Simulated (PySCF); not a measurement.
## Correlation energy of N(3+) (nitrogen, charge +3)

[He] 2s2, closed-shell 1S. Calculation: PySCF 2.14, in def2-TZVP (5s3p2d1f, 31 functions); no relativity, point nucleus. Frozen: 1s2; 2 electrons correlated.

Total MP2 correlation energy: -49.24 mhartree.

Same-spin part 0.00 and opposite-spin part -49.24 mhartree; SCS-MP2 scales them by 1/3 and 6/5 to -59.09 mhartree.

With two correlated electrons CCSD is exact within the correlated space (frozen core and kept virtual orbitals).

```
level  correlation energy (mhartree)
 CCSD                         -85.44
```

Diagnostics: T1 = 0.0067, D1 = 0.0095, largest double amplitude 0.155.

A double-excitation amplitude exceeds 0.15, a sign of near-degeneracy.

Cost of the coupled-cluster step: 0.08 s of wall time on 1 thread of Neoverse-V1 (shared host), for 2 correlated electrons.
